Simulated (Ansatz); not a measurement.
C4H8OSi (`C#C[SiH](C)OC`), relaxed with RKS PBE0-D4/def2-TZVP in Ansatz from a PBE-D4/def2-SVP geometry. The force threshold is 0.005 eV/Å; the program also tests the step.

Charge 0, multiplicity 1.

Start:

```xyz
14

C     1.248    1.772   -1.807
C     0.674    0.846   -1.238
Si   -0.194   -0.525   -0.353
C    -1.997   -0.581   -0.841
O    -0.144   -0.240    1.302
C     1.063   -0.100    2.028
H     1.746    2.589   -2.315
H     0.533   -1.803   -0.685
H    -2.523   -1.384   -0.287
H    -2.489    0.385   -0.613
H    -2.098   -0.778   -1.927
H     0.812    0.067    3.096
H     1.668    0.767    1.676
H     1.702   -1.012    1.966
```

**Question.** How much energy does the relaxation release, and in how many steps? (Best estimate.)

**Answer.** The calculation gave: 2.27 kcal/mol, in 7 steps, 1 of them rejected.

**Question.** Which bonds change most? (An estimate is asked.)

**Answer.** Ansatz gave: Si3–O5 from 1.680 to 1.639 Å; C1–C2 from 1.229 to 1.207 Å; C6–H14 from 1.116 to 1.096 Å; C6–H13 from 1.114 to 1.095 Å.

**Question.** Give the relaxed structure. (An estimate is asked.)

**Answer.** The calculation gave: 
```xyz
14

C     1.244    1.740   -1.780
C     0.669    0.847   -1.208
Si   -0.202   -0.510   -0.330
C    -1.982   -0.577   -0.830
O    -0.145   -0.245    1.287
C     1.059   -0.093    2.002
H     1.751    2.529   -2.287
H     0.524   -1.764   -0.669
H    -2.496   -1.385   -0.304
H    -2.482    0.364   -0.592
H    -2.070   -0.752   -1.904
H     0.814    0.051    3.056
H     1.623    0.777    1.650
H     1.694   -0.982    1.911
```
